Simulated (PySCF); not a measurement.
## Two-component Hartree-Fock for Ta (tantalum, neutral)

Start: [Xe] 4f14 5d5; 5d5/2 filled at m_j = -3/2, -1/2, +1/2, +3/2, +5/2. Calculated with PySCF 2.14 in x2c-SVPall-2c with one added diffuse shell each of s, d type (8s9p10d2f, 99 functions): generalised Hartree-Fock with the X2C-1e Hamiltonian and a Gaussian nucleus; one run each with spin-orbit coupling (SO) switched off, then screened by Boettger's factors. This is a chosen level, not necessarily the ground level.

```
spinor shell  electrons  ε, spin-free (eV)  ε, screened SO (eV)  weight of nominal j (screened SO)  rms radius, screened SO (bohr)
       1s1/2          2           -67767.1             -67747.3                              1.000                          0.0212
       2s1/2          2           -11779.2             -11773.1                              1.000                          0.0853
       2p1/2          2           -10325.1             -11231.6                              1.000                          0.0726
       2p3/2          4           -10325.1              -9955.0                              1.000                          0.0799
       3s1/2          2            -2756.3              -2754.2                              1.000                           0.218
       3p1/2          2            -2316.1              -2513.7                              1.000                           0.210
       3p3/2          4            -2316.1              -2234.0                              1.000                           0.225
       3d3/2          4            -1796.9              -1832.1                              1.000                           0.199
       3d5/2          6            -1796.9              -1771.7                              1.000                           0.203
       4s1/2          2            -590.06              -589.46                              1.000                           0.488
       4p1/2          2            -443.03              -488.88                              1.000                           0.497
       4p3/2          4            -443.03              -423.88                              1.000                           0.530
       4d3/2          4            -251.06              -258.15                              1.000                           0.557
       4d5/2          6            -251.06              -245.86                              1.000                           0.569
       5s1/2          2            -82.677              -82.595                              1.000                            1.19
       5p1/2          2            -44.490              -51.505                              0.928                            1.38
       5p3/2          4            -44.490              -41.417                              0.964                            1.42
       4f5/2          6            -35.976              -36.875                              0.989                           0.708
       4f7/2          8            -35.976              -34.877                              0.992                           0.710
       5d5/2          5             -5.645               -5.646                              0.542                            2.72
```

```json
{"quantity": "E (hartree)", "spin-free": "-15592.12894", "screened SO": "-15609.39482"}
{"quantity": "M_J", "spin-free": "5/2", "screened SO": "5/2"}
{"quantity": "⟨J²⟩", "spin-free": "8.755", "screened SO": "8.758"}
{"quantity": "⟨L²⟩", "spin-free": "0.000", "screened SO": "0.157"}
{"quantity": "⟨S²⟩", "spin-free": "8.755", "screened SO": "8.716"}
```

Each row is a mean over spinors that exchange with the open shell spreads, by up to 5.550 eV (5p3/2).

Rows whose weight is well below 1 are mixtures of j = l ± 1/2: exchange outweighs spin-orbit coupling there, and the label is only the starting occupation.

Breit and QED terms are absent; they matter most for the inner s and p1/2 levels.

Densities and radii are taken from the X2C orbitals without a picture-change correction, which distorts them close to the nucleus.

Without spin-orbit coupling the j labels of p, d and f shells carry no meaning; the spin-free column gives the mean over the occupied spinors of each nl shell.
